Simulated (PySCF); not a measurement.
**RuCl₃ + O₂ → RuO₂Cl + Cl₂**

Level: PBE0 in the def2-TZVP basis family, computed in PySCF with density fitting; scalar-relativistic core potentials for atoms from Rb on, none lighter, no spin–orbit coupling; open shells unrestricted.

| species | state and structure | E (Eh) | ZPE (kJ/mol) | H(298 K) − H(0) (kJ/mol) | S° (J/(mol K)) |
| --- | --- | --- | --- | --- | --- |
| RuCl₃ | quartet, C2v, Ru–Cl 2.161 Å, Ru–Cl 2.201 Å (×2); Cl–Ru–Cl 104.8° (×2), Cl–Ru–Cl 150.5° | -1475.16073 | 9.1 | 18.1 | 357.4 |
| O₂ | triplet, D∞h, O–O 1.193 Å | -150.23561 | 10.3 | 8.7 | 204.9 |
| RuO₂Cl | doublet, C2v, Ru–Cl 2.188 Å, Ru–O 1.646 Å (×2); Cl–Ru–O 115.7° (×2), O–Ru–O 128.7° | -705.31175 | 18.5 | 15.3 | 316.1 |
| Cl₂ | singlet, D∞h, Cl–Cl 1.982 Å | -920.08940 | 3.5 | 9.1 | 222.5 |

(1) What is the electronic reaction energy?

(2) Add zero-point, thermal and entropy terms for 298.15 K and 1 bar.

## Answers

(1) At PBE0/def2-TZVP, ΔE = -12.6 kJ/mol from the differences of the total energies times 2625.5, downhill. 

(2) ΔZPE = 2.6 and Δ[H(298) − H(0)] = -2.4 kJ/mol give ΔH° = -12.4 kJ/mol. ΔS° = -23.7 J/(mol K), so ΔG° = -12.4 − 298.15 × (-0.0237) = -5 kJ/mol and log₁₀K = 0.9.

Open d or f shells are single determinants, so the state found may not be the ground state. Only the bonding shown was studied: isomers, or loss of a ligand pair, can lie lower.
